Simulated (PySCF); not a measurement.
Computed IR spectrum (relative IR intensity) of a molecule CH5FO2Si2. Geometry optimised at B3LYP-D3(BJ)/def2-SVP. Other conformers were not sampled. These are B3LYP-D3(BJ)/def2-SVP run with PySCF values and carry that method's errors. Frequencies are harmonic and unscaled.

Lines under 2 % of the strongest are left out, and lines within 2 cm⁻¹ are merged.

ν (cm⁻¹): 239 (w), 341 (w), 523 (w), 544 (w), 708 (m), 742 (w), 818 (s), 835 (w), 887 (m), 913 (w), 933 (m), 955 (m), 1230 (vs), 1823 (s), 2202 (m), 2236 (m), 2260 (w), 2273 (m), 3045 (m) (against the strongest line: vs over 80 %, s over 45 %, m over 15 %, w over 4 %, vw less)

Question: Which structure fits?
A. F[SiH2][SiH]1OCO1
B. C[Si@H]1O[Si@@H](F)O1
C. O=CO[Si@@H](F)[SiH3]
D. F[SiH2]C1O[SiH2]O1

Answer: C, O=CO[Si@@H](F)[SiH3]
